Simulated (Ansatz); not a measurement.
A nudged elastic band was laid between two geometries of AlH7NO2P (12 atoms, charge 0, multiplicity 1).

Method: RKS PBE0-D4/def2-SVP in Ansatz 0.2.0.

```
movable images  : 5
climbing image  : yes
spring          : 5.0 eV/Å²
optimiser       : quadratic models (default)
start path      : through a guess of the saddle point
force threshold : 0.05 eV/Å
iteration limit : 60
end points      : relaxed
```

Initial state:

```xyz
12
Properties=species:S:1:pos:R:3
Al -0.076 -0.101 0.449
N 0.141 -0.737 2.104
H -0.599 -1.028 2.731
H 1.044 -0.977 2.497
O 1.392 0.146 -0.417
H 1.406 0.140 -1.375
O -1.572 -0.330 -0.385
H -1.952 -1.207 -0.464
P -0.503 2.343 1.037
H -0.779 3.361 0.086
H 0.570 2.981 1.707
H -1.531 2.657 1.963
```

Final state:

```xyz
12
Properties=species:S:1:pos:R:3
Al -0.184 0.449 0.253
N -0.136 -0.013 2.210
H -0.895 -0.679 2.365
H 0.757 -0.482 2.371
O 1.402 -0.185 -0.044
H 1.844 -0.160 -0.893
O -1.572 -0.544 -0.054
H -1.994 -0.634 -0.908
P -0.463 2.771 -0.048
H -1.530 2.857 0.903
H 0.543 3.108 0.913
H -0.230 0.762 2.865
```

Which bonds break or form, and what moves?

Bonds broken: P9–H12. Bonds formed: N2–H12.

Give the energies along the band, and the barrier.

The run converged. The highest image is number 3 of 0 to 6, 0.75 eV above the first end and 1.46 eV above the last; the last end lies 0.71 eV below the first. A vibrational analysis at the climbing image gives one clearly imaginary mode, 1033i cm⁻¹: a first-order saddle point. The orbitals stay closed-shell, which can raise the energy where a bond breaks towards radicals; this wasn't checked here.

```
image  path coordinate (Å)  energy (eV)  P9–H12 (Å)  N2–H12 (Å)
    0                 0.00         0.00        1.42        3.79
    1                 1.14         0.04        1.42        3.42
    2                 2.27         0.14        1.41        2.87
    3                 3.41         0.75        1.61        1.53
    4                 4.19        -0.12        2.51        1.05
    5                 4.97        -0.67        3.24        1.02
    6                 5.76        -0.71        3.55        1.02
```

What is the geometry of the highest image?


```xyz
12
Properties=species:S:1:pos:R:3:forces:R:3
Al -0.156 0.089 0.270 -0.01 0.01 -0.01
N -0.135 -0.220 2.137 0.00 0.00 -0.01
H -0.916 -0.715 2.566 0.00 0.00 0.00
H 0.728 -0.581 2.543 0.00 0.00 0.00
O 1.423 -0.204 -0.341 0.00 0.00 0.00
H 1.672 0.047 -1.232 0.00 0.00 0.00
O -1.620 -0.300 -0.542 0.02 -0.01 0.01
H -1.807 -1.187 -0.854 -0.01 0.01 0.00
P -0.401 2.425 1.046 0.00 0.00 0.01
H -1.584 3.197 1.075 0.00 0.00 -0.01
H 0.619 3.403 1.072 0.00 0.00 0.00
H -0.282 1.297 2.195 0.00 -0.01 0.00
```

What are the harmonic wavenumbers there?

1033i, 100, 157, 170, 196, 221, 246, 313, 326, 341, 362, 470, 486, 566, 603, 634, 688, 707, 800, 918, 1042, 1290, 1507, 1549, 2495, 2524, 3545, 3644, 3973, 3977 cm⁻¹.

Time of the run: 4.6 min on 4 threads of Arm Neoverse V1 (shared host), peak memory 0.27 GiB.
